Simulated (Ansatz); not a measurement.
Species: sum formula SiN2H5, charge 0, multiplicity 2. It need not be the lowest isomer of its formula. SMILES: N[SiH]N
Structure (B3LYP-D3(BJ)/def2-TZVP (Ansatz, a first-principles code) minimum search):
```
Si
N 1 1.7174
H 2 1.0053 1 122.57
H 2 1.0092 3 113.01 1 165.79
N 1 1.7264 2 106.07 3 -156.55
H 5 1.0085 1 120.07 2 -157.16
H 5 1.0087 6 111.48 1 149.23
H 1 1.5016 2 116.64 3 89.04
```
Charge 0, spin multiplicity 2.

Computed values are from Ansatz. Cores are frozen in the correlated levels unless marked. Open shells are spin-unrestricted. No spin-orbit coupling. No relativistic terms. CBS(X,Y): correlation extrapolated as X^-3; Hartree-Fock from the larger set (for Q and 5 zeta extrapolated as (X+1)exp(-9√X)).

What is the total energy at CCSD(T)/CBS(cc-pV(Q+d)Z,cc-pV(5+d)Z)?

-401.4874 Eh.

What is the atomisation energy De at CCSD(T)/CBS(cc-pV(Q+d)Z,cc-pV(5+d)Z)?

618.8 kcal/mol.

What is the dipole moment at CCSD(T)/aug-cc-pV(D+d)Z?

1.05 D.

What is the T1 diagnostic at CCSD/cc-pV(5+d)Z?

0.014.
